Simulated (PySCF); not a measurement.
Vertical excitations of a molecule C₂H₈O₂Si from TDDFT-PBE/def2-SVPD in PySCF, as energy in eV (oscillator strength): 6.10 (0.011), 6.52 (0.010), 6.90 (0.008), 7.05 (0.020), 7.23 (0.001), 7.34 (0.026), 7.43 (0.012), 7.47 (0.001), 7.51 (0.028), 7.69 (0.035). Lowest triplet (TDA): 5.96 eV. Coordinates come from a PBE-D3(BJ)/def2-SVP optimisation. Other conformers were not sampled.

### Question
Identify the compound among the candidates.
A) OCC[SiH2]O
B) OCCO[SiH3]
C) OC[SiH2]CO
D) CO[SiH](C)O

### Answer
D, CO[SiH](C)O
